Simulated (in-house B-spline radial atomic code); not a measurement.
Ionisation energies along the 13-electron series, configuration [Ne] 3s2 3p1, as differences of self-consistent energies. Dirac energy differences include first-order Breit, QED and recoil terms. NIST's values go from ground level to ground level; the uncertainty of those that are theory runs from under 0.1 % in few-electron ions to several per cent in heavy many-electron ones. Computed with a radial B-spline atomic code at the basis-set limit: Dirac-Hartree-Fock, average of the configuration, finite nuclei.

```tsv
ion	configuration after	ionisation energy (eV)	IE/(q+1)² (eV)	Breit and QED recoil part (eV)	tabulated value (eV)	tabulated kind	computed minus tabulated (eV)
Al	[Ne] 3s2	5.5	5.4886	4.3023e-05	5.985769	measured	-0.5
Si+	[Ne] 3s2	15.7	3.9238	-0.0010723	16.34585	measured	-0.7
P2+	[Ne] 3s2	29.4	3.2689	-0.0030857	30.20264	measured	-0.8
S3+	[Ne] 3s2	46.5	2.9038	-0.0061302	47.222	semi-empirical	-0.8
Cl4+	[Ne] 3s2	?	?	?	?	semi-empirical	?
Ar5+	[Ne] 3s2	90.1	2.5041	-0.015766	91.29	measured	-1.1
K6+	[Ne] 3s2	?	?	?	?	measured	?
Ca7+	[Ne] 3s2	146.4	2.2871	-0.03129	147.24	measured	-0.9
Sc8+	[Ne] 3s2	?	?	?	?	measured	?
Ti9+	[Ne] 3s2	215.0	2.15	-0.053648	215.92	measured	-0.9
V10+	[Ne] 3s2	253.9	2.0987	-0.067837	254.8	semi-empirical	-0.9
Cr11+	[Ne] 3s2	296.0	2.0553	-0.084272	296.7	semi-empirical	-0.7
Mn12+	[Ne] 3s2	341.1	2.0182	-0.10302	343.6	semi-empirical	-2.5
Fe13+	[Ne] 3s2	389.3	1.986	-0.12433	392.2	semi-empirical	-2.9
Co14+	[Ne] 3s2	440.5	1.9579	-0.14826	441.1	semi-empirical	-0.6
Ni15+	[Ne] 3s2	494.9	1.9332	-0.17514	495.4	semi-empirical	-0.5
Cu16+	[Ne] 3s2	552.3	1.9112	-0.20483	552.8	semi-empirical	-0.5
```

(1) Fill in the row of Cl4+.

(2) Fill in the row of K6+.

(3) Fill in the row of Sc8+.

Where a p, d or f electron is removed, the computed value is a mean over both j, so it misses the tabulated one by a part of the spin-orbit splitting; averaging over terms and missing correlation add to the gap, relatively most at low charge.

Results:

(1) ionisation energy (eV): 66.7; IE/(q+1)² (eV): 2.6689; Breit and QED recoil part (eV): -0.010314; tabulated value (eV): 67.68; computed minus tabulated (eV): -1.0.

(2) ionisation energy (eV): 116.7; IE/(q+1)² (eV): 2.3818; Breit and QED recoil part (eV): -0.022741; tabulated value (eV): 117.56; computed minus tabulated (eV): -0.9.

(3) ionisation energy (eV): 179.1; IE/(q+1)² (eV): 2.2117; Breit and QED recoil part (eV): -0.041504; tabulated value (eV): 180.03; computed minus tabulated (eV): -0.9.
